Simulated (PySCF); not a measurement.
# Ionisation energy along the 20-electron series

Calculated with PySCF 2.14 and a two-component X2C-1e Hamiltonian (Gaussian nucleus, no Breit or QED terms), each ion in its own even-tempered basis scaled to its charge; GMP2 freezes [Ne] and drops the highest virtual spinors. Values in eV. NIST values: (m) measured, (s) semi-empirical, (t) theoretical.

| ion | configuration | GHF (spin-free) | GMP2 (spin-free) | GHF (screened spin-orbit) | GMP2 (screened spin-orbit) | NIST |
| --- | --- | --- | --- | --- | --- | --- |
| Cs³⁵⁺ | [Ar] 3d2 | 2321.2 | 2320.9 | 2329.2 | 2329.0 | 2329 ± 5 (t) |
| La³⁷⁺ | [Ar] 3d2 | 2567.9 | 2567.5 | 2577.8 | 2577.6 | 2577 ± 4 (t) |

Q: Fill in the row of Ba³⁶⁺.

A: configuration: [Ar] 3d2; GHF (spin-free): 2443.0; GMP2 (spin-free): 2442.7; GHF (screened spin-orbit): 2451.9; GMP2 (screened spin-orbit): 2451.7; NIST: 2452 ± 5 (t).
